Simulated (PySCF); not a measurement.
Computed IR spectrum (relative IR intensity) of a molecule CH₆F₂Si₃. Geometry optimised at PBE-D3(BJ)/def2-SVP. The values are those of a single conformer. Level of theory: PBE-D3(BJ)/def2-SVP in PySCF. Frequencies are harmonic and unscaled.

Lines under 2 % of the strongest are left out, and lines within 2 cm⁻¹ are merged.

```json
[
 {"ν (cm⁻¹)": "321", "relative intensity": "2.4"},
 {"ν (cm⁻¹)": "451", "relative intensity": "2.0"},
 {"ν (cm⁻¹)": "527", "relative intensity": "7.8"},
 {"ν (cm⁻¹)": "631", "relative intensity": "4.5"},
 {"ν (cm⁻¹)": "657", "relative intensity": "4.6"},
 {"ν (cm⁻¹)": "759", "relative intensity": "36"},
 {"ν (cm⁻¹)": "787", "relative intensity": "17"},
 {"ν (cm⁻¹)": "803", "relative intensity": "100"},
 {"ν (cm⁻¹)": "821", "relative intensity": "4.9"},
 {"ν (cm⁻¹)": "859", "relative intensity": "9.2"},
 {"ν (cm⁻¹)": "884", "relative intensity": "59"},
 {"ν (cm⁻¹)": "915", "relative intensity": "17"},
 {"ν (cm⁻¹)": "959", "relative intensity": "30"},
 {"ν (cm⁻¹)": "1289", "relative intensity": "6.8"},
 {"ν (cm⁻¹)": "2133", "relative intensity": "18"},
 {"ν (cm⁻¹)": "2148", "relative intensity": "99"},
 {"ν (cm⁻¹)": "2154", "relative intensity": "21"},
 {"ν (cm⁻¹)": "2176", "relative intensity": "19"}
]
```

Pick the molecule that these values belong to.
(A) F[C@@H]1[SiH2][SiH2][Si@@H]1F
(B) F[Si@@H]1C[Si@H](F)[SiH2]1
(C) F[Si]1(F)[SiH2]C[SiH2]1
(D) F[Si@@H]1C[SiH2][Si@@H]1F

B, F[Si@@H]1C[Si@H](F)[SiH2]1
